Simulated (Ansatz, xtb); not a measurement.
FGa2H5Si: where a starting geometry ends

The starting geometry of this gas-phase singlet was built from a drawn formula by distance geometry; its bonds are those of `F[SiH2][GaH][GaH2]`.

```json
{"atom": "F", "x (Å)": "-2.3161", "y (Å)": "-3.8293", "z (Å)": "0.4647"}
{"atom": "Ga", "x (Å)": "-0.0720", "y (Å)": "-1.1273", "z (Å)": "0.6070"}
{"atom": "Ga", "x (Å)": "1.1262", "y (Å)": "0.6848", "z (Å)": "1.5329"}
{"atom": "Si", "x (Å)": "-2.2008", "y (Å)": "-2.1407", "z (Å)": "0.5510"}
{"atom": "H", "x (Å)": "-2.8804", "y (Å)": "-1.5320", "z (Å)": "-0.6119"}
{"atom": "H", "x (Å)": "-2.8449", "y (Å)": "-1.7446", "z (Å)": "1.8170"}
{"atom": "H", "x (Å)": "0.9850", "y (Å)": "-2.0537", "z (Å)": "0.0718"}
{"atom": "H", "x (Å)": "1.5248", "y (Å)": "0.4955", "z (Å)": "2.8847"}
{"atom": "H", "x (Å)": "2.1381", "y (Å)": "1.2036", "z (Å)": "0.6549"}
```

Predict what becomes of its bonds when it is optimised with r2SCAN-D4/def2-SVP.

It keeps its bonds, and is `F[SiH2][GaH][GaH2]`. Distances that change by over a tenth: Ga3–H8 (1.42 → 1.57 Å).

The energy falls by 0.95 eV over 17 steps:

```csv
step,E − E(last) (eV)
1,0.953
3,0.105
5,0.026
6,0.014
8,0.002
10,0.001
12,0.000
13,0.000
15,0.000
17,0.000
```

Final geometry (Å):

```xyz
9

F    -2.4634   -3.5453    0.0355
Ga    0.2345   -1.6189    0.7004
Ga    1.2070    0.4842    1.4542
Si   -2.1387   -2.0299    0.5664
H    -2.8054   -1.0726   -0.3735
H    -2.7995   -1.8712    1.9013
H     1.1655   -2.8094    0.2603
H     1.5309    0.7603    2.9684
H     1.5290    1.6589    0.4590
```

From the same start GFN2-xTB ends elsewhere, differing in F1–Ga2 (1.86 against 3.38 Å here), F1–Si4 (2.50 against 1.64 Å here).

No frequencies were run, so the end isn't proven a minimum. Run with Ansatz 0.2.0, 28 s on 2 threads of Intel(R) Xeon(R) 6975P-C (Granite Rapids) (shared host).
